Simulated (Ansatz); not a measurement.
BCl, SMILES `[B]Cl` (lower singlet) (charge 0, multiplicity 1). This singlet lies 2.52 eV below the relaxed triplet at the level composite: frozen-core CCSD(T) with HF/cc-pV5Z and the correlation energy extrapolated as X^-3 from cc-pVQZ and cc-pV5Z, plus CCSDT(Q) minus CCSD(T) in cc-pVTZ // B3LYP-D3(BJ)/def2-TZVP (Ansatz, a first-principles code).

These are LC-ωPBE/cc-pVTZ // B3LYP-D3(BJ)/def2-TZVP in Ansatz values and carry that method's errors.

Ansatz 0.2 input:
```yaml
crystal:
  periodic: [false, false, false]
  atoms:
    - { symbol: B, position_ang: [0.860742, -0.000004, -0.000003] }
    - { symbol: Cl, position_ang: [-0.860742, 0.000004, 0.000003] }
basis:
  gaussian: { orbitals: cc-pVTZ }
hamiltonian:
  xc: lc_wpbe
```

Output:

```
Functional definition: LC-wPBE
485 factors; their error is unknown
118 factors; integrals over basis functions are off by at most 9.0e-5 eV
mean field evaluation 1: about -13193.0970 eV, gradient 9.1e0 eV
mean field evaluation 2: about -13193.2872 eV, gradient 6.8e0 eV
mean field evaluation 4: about -13193.3986 eV, gradient 2.5e-1 eV
mean field evaluation 8: about -13193.3890 eV, gradient 2.2e-2 eV
mean field evaluation 16: about -13193.3890 eV, gradient 5.5e-6 eV
mean field -13193.38898229 eV, -484.8481022988 hartree, gradient 5.5e-6 eV, S^2 0.000000; 0 other end points of the search recorded, 0 dependent functions left out
reference -13193.38898229 eV, -484.8481022989 hartree; 11, 11 occupied and 53, 53 virtual orbitals, 485 factors
Total energy: -13193.38898229 eV, -484.8481022989 hartree
```
